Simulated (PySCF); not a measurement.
**Correlation energy of Sb⁺ (antimony, charge +1)**

[Kr] 4d10 5s2 5p1 5d1, one real determinant (an excited configuration). Calculation: PySCF 2.14, in aug-cc-pVTZ-PP with one added diffuse shell each of d, f type with ECP28MDF (6s5p5d3f, 67 functions); scalar relativity through the core potential. Frozen: 4s2 4p6 4d10; 4 electrons correlated.

MP2 pair energies summed by pair of shells (mhartree):

| pair | energy | share (%) |
| --- | --- | --- |
| 5s-5s | -18.72 | 36.6 |
| 5s-5p | -15.03 | 29.3 |
| 5s-5d | -14.17 | 27.7 |
| 5p-5d | -3.30 | 6.4 |

Total MP2 correlation energy: -51.22 mhartree.

Same-spin part -8.78 and opposite-spin part -42.44 mhartree; SCS-MP2 scales them by 1/3 and 6/5 to -53.85 mhartree.

The reference is one real determinant that mixes LS terms of this configuration.
